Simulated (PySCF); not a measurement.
This PySCF input asks for the NMR shieldings of SMILES C#CC[N@H+](C)COC, [C₆H₁₂NO]+; the geometry comes from GFN2-xTB.

```python
import basis_set_exchange as bse
import numpy as np
from pyscf import gto, dft
from pyscf.prop import nmr

atoms = """
C     3.072410   -0.040159    1.961933
C     2.238989    0.472925    1.273732
C     1.215452    1.086044    0.449390
N     0.252107    0.064145   -0.044778
C     0.902094   -0.915629   -0.935157
C    -0.948697    0.689384   -0.742294
O    -1.867345   -0.262594   -1.068094
C    -2.850668   -0.567723   -0.083358
H     3.817359   -0.469847    2.566086
H     1.675738    1.579544   -0.411439
H     0.679195    1.836175    1.039046
H    -0.102543   -0.451924    0.769943
H     0.157149   -1.617019   -1.307810
H     1.350484   -0.397234   -1.780855
H     1.678521   -1.452947   -0.393876
H    -1.349894    1.469687   -0.079666
H    -0.575140    1.136443   -1.669949
H    -2.418282   -1.063259    0.790941
H    -3.381995    0.333829    0.229780
H    -3.550082   -1.245198   -0.566611
"""
names = dict.fromkeys(["C", "N", "O", "H"], "pcSseg-1")
basis = {el: gto.basis.parse(bse.get_basis(n, elements=[el], fmt="nwchem")) for el, n in names.items()}
mol = gto.M(atom=atoms, basis=basis, charge=1, verbose=0)
mf = dft.RKS(mol, xc="PBE0")
mf.grids.level = 2
mf.grids.alignment = dft.numint.BLKSIZE   # the property module wants whole blocks of grid points
mf.conv_tol = 1e-9
mf.kernel()

calc = nmr.RKS(mf)   # GIAO
C = mf.mo_coeff
Co = C[:, mf.mo_occ > 0]
resp = mf.gen_response(singlet=True, hermi=2)
def vind(x):   # induced exchange potential for any number of trial vectors
    d = np.einsum("pi,xij,qj->xpq", C, 2 * x.reshape(-1, C.shape[1], Co.shape[1]), Co, optimize=True)
    return np.einsum("xpq,pi,qj->xij", resp(d - d.transpose(0, 2, 1)), C, Co, optimize=True).ravel()
mo1, _ = nmr.rhf.solve_mo1(calc, with_cphf=vind)
sigma = calc.kernel(mo1)
for i, s in enumerate(sigma):   # ppm
    print("%2d %-2s %9.2f" % (i, mol.atom_pure_symbol(i), np.trace(s) / 3))
```

Question: What does it print?

Answer: 
```
 0 C      90.03
 1 C     115.62
 2 C     141.56
 3 N     179.97
 4 C     147.66
 5 C      92.67
 6 O     292.43
 7 C     124.61
 8 H      28.78
 9 H      28.00
10 H      27.67
11 H      27.47
12 H      27.84
13 H      29.35
14 H      27.77
15 H      27.11
16 H      26.84
17 H      28.14
18 H      27.97
19 H      27.09
```

These numbers come from an equivalent density-fitted implementation of the same equations, which agrees with the script to about 0.01 ppm for H and up to a few tenths of a ppm for heavy atoms, so last digits may differ.

Question: Turn these shieldings into chemical shifts. References, each an isolated molecule treated in the same way: TMS for $^{13}$C (σref 186.93), $^{1}$H (σref 31.72); $^{15}$N (σref 267.73) against NH3; $^{17}$O (σref 336.08) vs H2O.

Answer: Averaging equivalent atoms: C 0: 96.9; C 5: 94.3; C 1: 71.3; C 7: 62.3; C 2: 45.4; C 4: 39.3; N 3: 87.8; O 6: 43.6; H 16: 4.88; H 15: 4.61; H 11: 4.25; H 10: 4.04; H 17/18/19: 3.98; H 9: 3.71; H 12/13/14: 3.40; H 8: 2.94 ppm. Experimental scales use liquid or dissolved standards, which lie at an offset from isolated NH3 (liquid NH3: subtract about 20 ppm) and H2O (liquid H2O: subtract about 36 ppm).

Size and cost of the density-fitted run: 196 basis functions, 25 s wall time on 1 thread of an Arm Neoverse V2, shared host; peak memory 0.86 GiB.
